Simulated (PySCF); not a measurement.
## C₆H₇NSi: full NMR table

| Quantity | Value |
| --- | --- |
| Formula | C6H7NSi |
| SMILES | [H]/N=C\C#CC1=CC[SiH2]1 |
| InChI | InChI=1S/C6H7NSi/c7-4-1-2-6-3-5-8-6/h3-4,7H,5,8H2/b7-4- |
| Point group of the computed structure | C1 |
| Degrees of unsaturation | 5 |
| Carbon signals | 6 |
| Proton signals | 5 |

Bonds (- single, = double, # triple, : aromatic): N1=C2 1.265 Å, C2-C3 1.411 Å, C3#C4 1.214 Å, C4-C5 1.388 Å, C5=C6 1.346 Å, C6-C7 1.503 Å, C7-Si8 1.928 Å, Si8-C5 1.911 Å. N1 carries H9; C2 carries H10; C6 carries H11; C7 carries H12, H13; Si8 carries H14, H15. Stereochemistry as in [H]/N=C\C#CC1=CC[SiH2]1.

PySCF 2.14 calculation with shieldings: GIAO PBE0/pcSseg-1 and coordinates at the GFN2-xTB level; no solvent, a single conformation, no relativistic terms, equivalent nuclei averaged.

Referencing at the same level of theory: $^{1}$H and $^{13}$C and $^{29}$Si against TMS; $^{15}$N vs NH3.

```tsv
carbon	δC, type	δH (multiplicity)	HMBC from (2–3 bonds)	span of the C tensor (ppm)
C2	157.0, CH	8.01 (s)	–	212
C3	97.3, C	–	H10	193
C4	96.9, C	–	H10, H11, H14/H15	216
C5	133.2, C	–	H11, H14/H15, H12/H13	188
C6	165.7, CH	7.27 (t)	H14/H15, H12/H13	236
C7	19.6, CH2	2.03 (m)	H11, H14/H15	37
```

Other nuclei:
```json
{"atoms": "H9", "nucleus": "$^{1}$H", "environment": "hydrogen on an imine nitrogen", "δ (ppm)": "11.76", "σ (ppm)": "19.95"}
{"atoms": "H14/H15", "nucleus": "$^{1}$H", "environment": "hydrogen on a silicon bonded to 2 C, in a 4-membered ring", "δ (ppm)": "5.11", "σ (ppm)": "26.61"}
{"atoms": "Si8", "nucleus": "$^{29}$Si", "environment": "silicon bonded to 2 C, 2 H, in a 4-membered ring", "δ (ppm)": "-31.8", "σ (ppm)": "380.9"}
{"atoms": "N1", "nucleus": "$^{15}$N", "environment": "imine nitrogen", "δ (ppm)": "392.2", "σ (ppm)": "-124.5"}
```

1. Carbon types of the structure: 3 × C, 2 × CH, 1 × CH2, leaving 3 H on heteroatoms.
2. δC 165.7: alkene CH.
3. δC 157.0: C=N carbon.
4. δC 133.2: fully substituted alkene carbon; an sp2 carbon of a C=C bond.
5. δC 97.3, 96.9: alkyne carbon; sp carbons lie upfield of alkene carbons because the cylindrical π system leaves one tensor component strongly shielded.
6. δH 11.76: hydrogen on an imine nitrogen; labile proton, position sensitive to the medium.

Exchangeable OH/NH protons stand at their gas-phase positions; hydrogen bonding in a real sample shifts them, mostly to higher δ. Shifts are as computed. Against solution values, carbons near 30 ppm lie about +3 ppm off and those near 130 ppm about +5 ppm. Of 1309 compounds with measured shifts, 239 miss one by over three times the rms of a fit or turn the order of signals round; such compounds aren't used in these exercises. Experimental scales use liquid or dissolved standards, which lie at an offset from isolated NH3 (liquid NH3: subtract about 20 ppm). Unscaled 15N shifts of sp2 nitrogen come out 20 to 40 ppm too high even then. No couplings were computed; multiplicities are counted from neighbouring protons, with m where these are inequivalent, close in shift, in a saturated or five-membered ring or joined by F or P, and br s for small geminal =CH2 splittings.
